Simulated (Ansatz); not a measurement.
A short molecular-dynamics run on [WO3(OH)]- (WO4H⁻).

```yaml
crystal:
  periodic: [false, false, false]
  atoms:
    - {symbol: W, position_ang: [0.182892, 0.314097, 0.279966]}
    - {symbol: O, position_ang: [0.148149, 0.291504, 2.039745]}
    - {symbol: O, position_ang: [1.847470, 0.322012, -0.296620]}
    - {symbol: O, position_ang: [-0.632664, 1.751904, -0.329060]}
    - {symbol: O, position_ang: [-0.735606, -1.290749, -0.369420]}
    - {symbol: H, position_ang: [-0.810242, -1.388768, -1.324611]}
basis:
  gaussian: {orbitals: def2-SVP}
total_charge: -1
hamiltonian: {xc: {name: revPBE}, dispersion: d3bjatm}
md: {timestep: 1 fs, n_steps: 15, ensemble: nvt_langevin, temperature: 700, initial_velocities: maxwell_boltzmann, friction: 0.01, seed: 786}
scf: {omitted_lower_state_checks: [starts]}
```

```sh
$ ansatz run in.yaml --threads 4 --pin off --events-out ev --progress --plain --max-ram 3916MiB
```

```csv
step,time (fs),potential energy (eV),kinetic (eV),T (K)
0,0.0,-10031.0035,0.4524,583
1,1.0,-10030.9964,0.4487,579
2,2.0,-10030.9851,0.4785,617
3,3.0,-10030.9663,0.4389,566
4,4.0,-10030.9436,0.4405,568
5,5.0,-10030.9260,0.4294,554
6,6.0,-10030.9130,0.4541,586
7,7.0,-10030.9037,0.4293,554
8,8.0,-10030.9006,0.4055,523
9,9.0,-10030.9038,0.4199,541
10,10.0,-10030.9119,0.3943,508
11,11.0,-10030.9236,0.4228,545
12,12.0,-10030.9357,0.5207,671
13,13.0,-10030.9395,0.5520,712
14,14.0,-10030.9374,0.5533,713
15,15.0,-10030.9439,0.5869,757
```

Velocities are drawn at the set temperature; a run this short doesn't reach equilibrium. Under Langevin dynamics the printed temperature counts 3N degrees of freedom, so it starts below the set value.

In the def2 sets W takes a core potential; there is no spin–orbit coupling. The highest occupied level of an anion often lies above zero with these methods, and sets without diffuse functions describe the outer electron poorly.

Frames (Å, forces in eV/Å):

```xyz
6
time=0.0 fs
W     0.183    0.314    0.280   -0.137   -0.237   -0.071
O     0.148    0.292    2.040    0.005    0.018    0.533
O     1.847    0.322   -0.297    0.525    0.025   -0.182
O    -0.633    1.752   -0.329   -0.239    0.466   -0.192
O    -0.736   -1.291   -0.369   -0.153   -0.283    0.411
H    -0.810   -1.389   -1.325   -0.001    0.011   -0.499
6
time=1.0 fs
W     0.184    0.314    0.279   -0.742   -0.042    0.103
O     0.138    0.297    2.042    0.033    0.001    0.433
O     1.841    0.315   -0.289    0.969    0.031   -0.324
O    -0.631    1.756   -0.333   -0.111    0.305   -0.140
O    -0.741   -1.285   -0.371   -0.179   -0.316    0.386
H    -0.785   -1.425   -1.324    0.030    0.021   -0.458
6
time=2.0 fs
W     0.186    0.313    0.279   -1.361    0.130    0.242
O     0.128    0.302    2.043    0.063   -0.017    0.344
O     1.835    0.309   -0.281    1.408    0.034   -0.459
O    -0.630    1.761   -0.337    0.018    0.137   -0.085
O    -0.747   -1.280   -0.374   -0.193   -0.374    0.093
H    -0.758   -1.463   -1.327    0.066    0.090   -0.135
6
time=3.0 fs
W     0.187    0.312    0.278   -1.951    0.293    0.346
O     0.117    0.307    2.044    0.095   -0.037    0.265
O     1.830    0.302   -0.273    1.811    0.034   -0.577
O    -0.629    1.765   -0.340    0.145   -0.030   -0.029
O    -0.755   -1.276   -0.378   -0.174   -0.488   -0.381
H    -0.730   -1.500   -1.332    0.074    0.229    0.376
6
time=4.0 fs
W     0.188    0.311    0.278   -2.476    0.429    0.422
O     0.106    0.313    2.045    0.127   -0.056    0.211
O     1.826    0.295   -0.267    2.164    0.028   -0.674
O    -0.627    1.769   -0.343    0.252   -0.171    0.016
O    -0.764   -1.272   -0.383   -0.119   -0.570   -0.659
H    -0.701   -1.532   -1.333    0.051    0.341    0.683
6
time=5.0 fs
W     0.188    0.310    0.277   -2.914    0.535    0.456
O     0.094    0.318    2.044    0.160   -0.073    0.189
O     1.822    0.290   -0.262    2.448    0.015   -0.745
O    -0.625    1.771   -0.345    0.337   -0.287    0.053
O    -0.774   -1.269   -0.387   -0.058   -0.559   -0.628
H    -0.671   -1.562   -1.324    0.028    0.369    0.675
6
time=6.0 fs
W     0.189    0.308    0.277   -3.292    0.649    0.459
O     0.083    0.324    2.044    0.192   -0.090    0.182
O     1.820    0.284   -0.257    2.670   -0.002   -0.795
O    -0.623    1.774   -0.348    0.420   -0.407    0.092
O    -0.784   -1.266   -0.391   -0.013   -0.473   -0.425
H    -0.639   -1.588   -1.308    0.024    0.322    0.488
6
time=7.0 fs
W     0.189    0.307    0.277   -3.581    0.756    0.447
O     0.071    0.330    2.043    0.222   -0.104    0.184
O     1.818    0.278   -0.253    2.817   -0.023   -0.822
O    -0.621    1.777   -0.351    0.489   -0.513    0.125
O    -0.796   -1.263   -0.394    0.007   -0.335   -0.151
H    -0.605   -1.607   -1.288    0.045    0.219    0.217
6
time=8.0 fs
W     0.188    0.306    0.277   -3.709    0.824    0.404
O     0.060    0.336    2.042    0.248   -0.115    0.194
O     1.819    0.272   -0.251    2.830   -0.044   -0.808
O    -0.618    1.779   -0.353    0.535   -0.585    0.145
O    -0.807   -1.261   -0.396    0.019   -0.195    0.067
H    -0.572   -1.623   -1.267    0.077    0.115   -0.002
6
time=9.0 fs
W     0.188    0.305    0.277   -3.694    0.876    0.367
O     0.049    0.340    2.041    0.275   -0.120    0.161
O     1.821    0.265   -0.249    2.705   -0.065   -0.754
O    -0.615    1.781   -0.355    0.571   -0.644    0.164
O    -0.820   -1.257   -0.397    0.031   -0.068    0.222
H    -0.542   -1.636   -1.244    0.111    0.022   -0.161
6
time=10.0 fs
W     0.186    0.305    0.277   -3.554    0.913    0.345
O     0.037    0.343    2.042    0.302   -0.122    0.098
O     1.824    0.259   -0.249    2.480   -0.084   -0.669
O    -0.612    1.783   -0.356    0.591   -0.682    0.176
O    -0.833   -1.254   -0.397    0.062    0.003    0.260
H    -0.514   -1.648   -1.222    0.119   -0.028   -0.210
6
time=11.0 fs
W     0.185    0.305    0.278   -3.303    0.906    0.296
O     0.026    0.346    2.041    0.323   -0.122    0.073
O     1.829    0.252   -0.249    2.198   -0.099   -0.567
O    -0.608    1.783   -0.357    0.577   -0.664    0.166
O    -0.845   -1.249   -0.396    0.154   -0.041    0.103
H    -0.487   -1.663   -1.199    0.051    0.020   -0.071
6
time=12.0 fs
W     0.183    0.304    0.278   -2.939    0.836    0.204
O     0.015    0.349    2.040    0.339   -0.121    0.095
O     1.835    0.246   -0.250    1.844   -0.109   -0.443
O    -0.603    1.783   -0.356    0.530   -0.587    0.128
O    -0.858   -1.245   -0.394    0.358   -0.209   -0.249
H    -0.460   -1.680   -1.178   -0.131    0.190    0.265
6
time=13.0 fs
W     0.181    0.304    0.278   -2.489    0.734    0.054
O     0.003    0.353    2.037    0.350   -0.117    0.147
O     1.842    0.239   -0.251    1.416   -0.117   -0.295
O    -0.597    1.782   -0.357    0.469   -0.495    0.089
O    -0.871   -1.241   -0.391    0.679   -0.463   -0.710
H    -0.430   -1.698   -1.158   -0.425    0.457    0.715
6
time=14.0 fs
W     0.179    0.304    0.278   -1.962    0.639   -0.158
O    -0.008    0.357    2.034    0.354   -0.109    0.229
O     1.850    0.233   -0.254    0.914   -0.121   -0.123
O    -0.592    1.781   -0.357    0.410   -0.416    0.059
O    -0.884   -1.238   -0.388    0.947   -0.632   -0.975
H    -0.403   -1.714   -1.131   -0.664    0.639    0.969
6
time=15.0 fs
W     0.176    0.304    0.279   -1.405    0.521   -0.421
O    -0.018    0.360    2.030    0.354   -0.096    0.366
O     1.860    0.227   -0.257    0.390   -0.125    0.056
O    -0.586    1.780   -0.358    0.339   -0.317    0.025
O    -0.897   -1.235   -0.385    0.985   -0.533   -0.828
H    -0.379   -1.724   -1.091   -0.662    0.551    0.802
```

It took 14 s on 4 threads of Arm Neoverse V1 on a shared host.
